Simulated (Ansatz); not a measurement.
Sn22H28, a nanocrystal cut from cubic tin. Total charge 0; triplet. Geometry PBE-D4/def2-SVP, that of the neutral singlet; atoms count from 1.

Cartesian coordinates in Å:
```
Sn -2.3109 -4.0591 -1.7271
Sn 2.3172 -3.8272 -2.1873
Sn -4.2855 -2.9515 2.2730
Sn -4.7784 -0.2039 -1.3826
Sn -0.1853 0.0415 -1.8128
Sn -2.6601 3.9333 -1.4978
Sn -2.1439 1.1573 2.1532
Sn 1.9000 4.1641 -1.9552
Sn 0.3182 -2.6812 1.8075
Sn 4.9284 -2.4813 1.3475
Sn 2.4023 1.3890 1.6961
Sn 4.3999 0.2594 -2.3101
Sn -0.0622 5.2976 2.0435
Sn -4.5756 -2.8832 -0.5282
Sn 0.0338 -2.6571 -1.0019
Sn 4.6457 -2.4161 -1.4545
Sn -1.9623 -1.5278 3.0101
Sn -2.4643 1.2441 -0.6514
Sn 2.1472 1.4773 -1.1149
Sn -0.3497 5.3703 -0.7580
Sn 0.1585 2.6153 2.8940
Sn 2.6650 -1.2921 2.5425
H -2.1662 -5.7205 -1.2336
H -2.4784 -4.0576 -3.4579
H 2.1387 -3.8289 -3.9169
H 2.4380 -5.4889 -1.6884
H -4.1752 -4.5971 2.8220
H -5.6813 -2.2489 3.0346
H -4.9841 -0.1381 -3.1079
H -6.1790 0.5469 -0.6760
H -0.3627 0.0815 -3.5495
H -2.8709 3.9848 -3.2230
H -4.0746 4.6589 -0.7927
H -3.5432 1.9003 2.8865
H 1.7630 4.2231 -3.6876
H 3.3431 5.0368 -1.5309
H 0.4550 -4.3421 2.3275
H 5.0979 -4.1237 1.8910
H 6.3692 -1.6322 1.8220
H 3.8397 2.2738 2.1419
H 4.2444 0.3227 -4.0408
H 5.8326 1.1546 -1.8973
H -1.4308 6.0527 2.8040
H 1.3493 6.1936 2.5194
H -6.0101 -3.7623 -0.9910
H 6.0406 -3.1503 -2.2033
H -1.7694 -1.5608 4.7447
H -0.4852 7.0263 -1.2916
H 0.3373 2.5547 4.6293
H 2.8248 -1.3282 4.2801
```

In the def2 sets Sn takes a core potential; there is no spin–orbit coupling. Single mean-field runs in def2-TZVP are fitted with def2-universal-jkfit. At PBE0-D4/def2-TZVP a singlet of charge 0 lies 3.33 eV below the triplet at the same geometry.

Estimate the Mulliken populations of the heavy atoms from the PBE0/def2-TZVP orbitals of Ansatz.


```json
{"atom": "Sn1", "charge (e)": "0.02", "spin (α − β)": "0.04"}
{"atom": "Sn2", "charge (e)": "0.02", "spin (α − β)": "0.04"}
{"atom": "Sn3", "charge (e)": "0.04", "spin (α − β)": "0.00"}
{"atom": "Sn4", "charge (e)": "0.02", "spin (α − β)": "0.25"}
{"atom": "Sn5", "charge (e)": "-0.05", "spin (α − β)": "0.26"}
{"atom": "Sn6", "charge (e)": "0.00", "spin (α − β)": "0.06"}
{"atom": "Sn7", "charge (e)": "-0.02", "spin (α − β)": "0.01"}
{"atom": "Sn8", "charge (e)": "0.00", "spin (α − β)": "0.06"}
{"atom": "Sn9", "charge (e)": "-0.01", "spin (α − β)": "0.00"}
{"atom": "Sn10", "charge (e)": "0.04", "spin (α − β)": "0.00"}
{"atom": "Sn11", "charge (e)": "-0.02", "spin (α − β)": "0.01"}
{"atom": "Sn12", "charge (e)": "0.02", "spin (α − β)": "0.24"}
{"atom": "Sn13", "charge (e)": "0.04", "spin (α − β)": "0.00"}
{"atom": "Sn14", "charge (e)": "0.02", "spin (α − β)": "0.02"}
{"atom": "Sn15", "charge (e)": "0.11", "spin (α − β)": "0.04"}
{"atom": "Sn16", "charge (e)": "0.02", "spin (α − β)": "0.02"}
{"atom": "Sn17", "charge (e)": "0.03", "spin (α − β)": "0.00"}
{"atom": "Sn18", "charge (e)": "0.15", "spin (α − β)": "0.23"}
{"atom": "Sn19", "charge (e)": "0.15", "spin (α − β)": "0.23"}
{"atom": "Sn20", "charge (e)": "0.04", "spin (α − β)": "0.04"}
{"atom": "Sn21", "charge (e)": "0.04", "spin (α − β)": "0.02"}
{"atom": "Sn22", "charge (e)": "0.03", "spin (α − β)": "0.00"}
```
Mulliken values depend strongly on the basis.

Where does the spin sit?

Summed by element: Sn 1.59, H 0.41, of 2 unpaired in all. Largest on single atoms: Sn5 0.26, Sn4 0.25, Sn12 0.24.

And the Mayer bond orders between heavy atoms (over 0.3)?

Sn1–Sn14 0.85 (2.82 Å); Sn1–Sn15 0.78 (2.83 Å); Sn2–Sn15 0.78 (2.83 Å); Sn2–Sn16 0.85 (2.82 Å); Sn3–Sn14 0.86 (2.82 Å); Sn3–Sn17 0.84 (2.82 Å); Sn4–Sn14 0.83 (2.82 Å); Sn4–Sn18 0.62 (2.83 Å); Sn5–Sn15 0.81 (2.83 Å); Sn5–Sn18 0.65 (2.83 Å); Sn5–Sn19 0.65 (2.83 Å); Sn6–Sn18 0.79 (2.83 Å); Sn6–Sn20 0.82 (2.82 Å); Sn7–Sn17 0.84 (2.82 Å); Sn7–Sn18 0.84 (2.82 Å); Sn7–Sn21 0.82 (2.82 Å); Sn8–Sn19 0.79 (2.83 Å); Sn8–Sn20 0.82 (2.82 Å); Sn9–Sn15 0.83 (2.82 Å); Sn9–Sn17 0.84 (2.82 Å); Sn9–Sn22 0.84 (2.82 Å); Sn10–Sn16 0.86 (2.82 Å); Sn10–Sn22 0.84 (2.82 Å); Sn11–Sn19 0.84 (2.82 Å); Sn11–Sn21 0.82 (2.82 Å); Sn11–Sn22 0.84 (2.82 Å); Sn12–Sn16 0.83 (2.82 Å); Sn12–Sn19 0.62 (2.83 Å); Sn13–Sn20 0.86 (2.82 Å); Sn13–Sn21 0.84 (2.82 Å).
